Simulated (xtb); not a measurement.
trisilane (H8Si3), singlet, geometry from GFN2-xTB, atoms displaced at random by about 0.06 Å a coordinate; GFN2-xTB run with xtb.

Here is a job for xtb.
```
$ xtb mol.xyz --gfn 2 --chrg 0 --uhf 0 --opt --json

# file mol.xyz
11

Si     1.88785173     0.82372845    -0.05690655
Si     0.14351336    -0.87284844    -0.12324593
Si    -2.00375223    -0.07220552     0.19183552
H      3.25354248     0.21208433    -0.16533026
H      1.73842747     1.85767924    -1.10757069
H      1.67880874     1.46725155     1.28243692
H      0.39855993    -1.75694216     0.91937829
H      0.25312513    -1.47449423    -1.34111924
H     -2.34593123     0.90247971    -0.89447386
H     -2.29473639     0.73685554     1.37633870
H     -3.02578563    -1.06509069     0.09765784
```

Problem. Predict the main parts of the log of this xtb run.

Solution. 
```
   ID    Z sym.   atoms
    1   14 Si     1-3
    2    1 H      4-11

           -------------------------------------------------
          |                Calculation Setup                |
           -------------------------------------------------

           -------------------------------------------------
          |                 G F N 2 - x T B                 |
           -------------------------------------------------

          ...................................................
          :                      SETUP                      :
          :.................................................:
          :  # basis functions                  38          :
          :  # atomic orbitals                  35          :
          :  # shells                           17          :
          :  # electrons                        20          :
          :  max. iterations                   250          :
          :  Hamiltonian                  GFN2-xTB          :
          :  restarted?                      false          :
          :  GBSA solvation                  false          :
          :  PC potential                    false          :
          :  electronic temp.          300.0000000     K    :
          :  accuracy                    1.0000000          :
          :  -> integral cutoff          0.2500000E+02      :
          :  -> integral neglect         0.1000000E-07      :
          :  -> SCF convergence          0.1000000E-05 Eh   :
          :  -> wf. convergence          0.1000000E-03 e    :
          :  Broyden damping             0.4000000          :
          :  net charge                          0          :
          :  unpaired electrons                  0          :
          ...................................................

 iter      E             dE          RMSdq      gap      omega  full diag
   1     -9.2073646 -0.920736E+01  0.498E+00    4.15       0.0  T
   2     -9.3177722 -0.110408E+00  0.203E+00    3.80       1.0  T
   3     -9.3189310 -0.115885E-02  0.111E+00    3.78       1.0  T
   4     -9.3187534  0.177609E-03  0.356E-01    3.79       1.0  T
   5     -9.3190951 -0.341734E-03  0.209E-01    3.80       1.0  T
   6     -9.3191185 -0.233509E-04  0.614E-02    3.80       1.0  T
   7     -9.3191199 -0.145137E-05  0.322E-02    3.80       1.0  T
   8     -9.3191203 -0.384861E-06  0.145E-02    3.80       2.1  T
   9     -9.3191205 -0.152907E-06  0.537E-03    3.80       5.6  T
[...]
         :: total energy              -9.221110974753 Eh    ::
 * total energy  :    -9.2211110 Eh     change       -0.7444889E-10 Eh
 * total energy  :    -9.2325708 Eh     change       -0.1145981E-01 Eh
 * total energy  :    -9.2343671 Eh     change       -0.1796280E-02 Eh
 * total energy  :    -9.2356144 Eh     change       -0.1247344E-02 Eh
 * total energy  :    -9.2357086 Eh     change       -0.9422694E-04 Eh
 * total energy  :    -9.2357580 Eh     change       -0.4940950E-04 Eh
 * total energy  :    -9.2357575 Eh     change        0.5053745E-06 Eh
 * total energy  :    -9.2357625 Eh     change       -0.4934020E-05 Eh
   *** GEOMETRY OPTIMIZATION CONVERGED AFTER 8 ITERATIONS ***
         :: total energy              -9.235762471170 Eh    ::
[...]
     7   1 H        0.915    -0.134     6.920     4.115
     8   1 H        0.915    -0.134     6.914     4.113
     9   1 H        0.918    -0.127     6.627     4.026
    10   1 H        0.918    -0.128     6.650     4.033
    11   1 H        0.918    -0.113     6.025     3.839

 Mol. C6AA /au·bohr⁶  :       2542.860962
 Mol. C8AA /au·bohr⁸  :     105932.807916
 Mol. α(0) /au        :         89.863071

Wiberg/Mayer (AO) data.
largest (>0.10) Wiberg bond orders for each atom

 ---------------------------------------------------------------------------
     #   Z sym  total        # sym  WBO       # sym  WBO       # sym  WBO
 ---------------------------------------------------------------------------
     1  14 Si   3.672 --     4 H    0.900     5 H    0.900     6 H    0.900
                             2 Si   0.860
     2  14 Si   3.687 --     7 H    0.895     8 H    0.895     3 Si   0.860
                             1 Si   0.860
     3  14 Si   3.672 --    11 H    0.900     9 H    0.900    10 H    0.900
                             2 Si   0.860
     4   1 H    0.987 --     1 Si   0.900
     5   1 H    0.984 --     1 Si   0.900
     6   1 H    0.984 --     1 Si   0.900
     7   1 H    0.982 --     2 Si   0.895
     8   1 H    0.982 --     2 Si   0.895
     9   1 H    0.984 --     3 Si   0.900
    10   1 H    0.984 --     3 Si   0.900
    11   1 H    0.987 --     3 Si   0.900
 ---------------------------------------------------------------------------

Topologies differ in total number of bonds
Writing topology from bond orders to xtbtopo.mol

molecular dipole:
                 x           y           z       tot (Debye)
 q only:        0.012      -0.058      -0.009
   full:        0.011      -0.052      -0.009       0.138
molecular quadrupole (traceless):
                xx          xy          yy          xz          yz          zz
 q only:       -1.574      -0.343      -0.045       0.158      -0.202       1.619
  q+dip:       -2.340      -0.481      -0.225       0.250      -0.339       2.565
   full:       -2.776      -0.622      -0.022       0.272      -0.333       2.798

optimized geometry written to: xtbopt.xyz

           -------------------------------------------------
          | TOTAL ENERGY               -9.235762471170 Eh   |
          | GRADIENT NORM               0.000273816890 Eh/α |
          | HOMO-LUMO GAP               3.960614677717 eV   |
           -------------------------------------------------
```
